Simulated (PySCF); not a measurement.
Vertical excitations of a molecule CH6ClGeN from TDA-PBE/def2-SVPD in PySCF, as energy in eV (oscillator strength): 6.13 (0.042), 6.27 (0.060), 6.60 (0.034), 6.66 (0.031), 6.82 (0.012), 6.97 (0.017), 7.01 (0.050), 7.16 (0.039), 7.27 (0.043), 7.53 (0.010). Lowest triplet (TDA): 5.58 eV. Geometry optimised at PBE0-D3(BJ)/def2-SVP. One conformer was computed; it need not be the lowest.

Question: Which molecule gave these data?
(A) N[CH2][GeH2][Cl]
(B) C[NH][GeH2][Cl]
(C) [CH3][Ge@H]([NH2])[Cl]

Answer: C, [CH3][Ge@H]([NH2])[Cl]
